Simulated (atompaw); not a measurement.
Building the PAW (atompaw) potential for lead (PBE, non-relativistic).

```json
{"Element": "lead", "Generator": "atompaw 4.2.0.5", "Type": "PAW", "Functional": "PBE", "Relativity": "non-relativistic", "Frozen core": "[Xe] 4f14 5d10", "Valence charge": "4", "Reference configuration": "6s1 6p3", "Partial waves": "6s (bound): rc 1.70 bohr; 6s channel at 0.65 Ry: rc 1.70 bohr; 6p (bound): rc 2.95 bohr; 6p channel at 3.9 Ry: rc 2.95 bohr; 6d channel at -0.15 Ry: rc 2.95 bohr; 6d channel at 1.5 Ry: rc 2.80 bohr", "Local potential": "troulliermartins scheme with l = 3 at 0 Ry, radius 2.95 bohr", "Core correction": "smooth core density matched at 2.25 bohr", "Augmentation charge": "sinc compensation charge, radius 2.70 bohr; PAW radius 2.95 bohr; waves and projectors: custom polynom gramschmidtortho"}
```

All-electron outer shells of the reference configuration (PBE, non-relativistic, ld1.x):

```
shell  level (eV)  outermost node (bohr)  outermost maximum (bohr)
   5p      -81.27                   0.51                      0.92
   5d      -25.68                   0.53                      1.06
   6s      -10.18                   1.13                      2.21
   6p       -4.22                   1.23                      2.70
```

(1) Estimate the cutoffs (Ry, on a coarse ladder) from which the occupation-weighted sum of valence levels, in a spherical-Bessel basis at the reference potential, stays within 10 and 1 mRy of its value at 400 Ry.

(2) What does a ghost test show?

(3) Is the overlap operator S = 1 + Σ q|β⟩⟨β| positive definite (Bessel basis up to 400 Ry)?

(4) Which valence shell sets the plane-wave cutoff?

Results:

(1) 15 Ry and 21 Ry.

(2) Ghost states, extra bound levels that the all-electron valence spectrum of the same l lacks: s at -128.6 eV, d at -11.4 eV. A true bound ghost makes a file unfit for plane-wave use.

(3) Yes: its lowest eigenvalue is 0.12 (p channel).

(4) 6s: its level needs 21 Ry to come within 1 mRy, against 6 Ry for 6p.
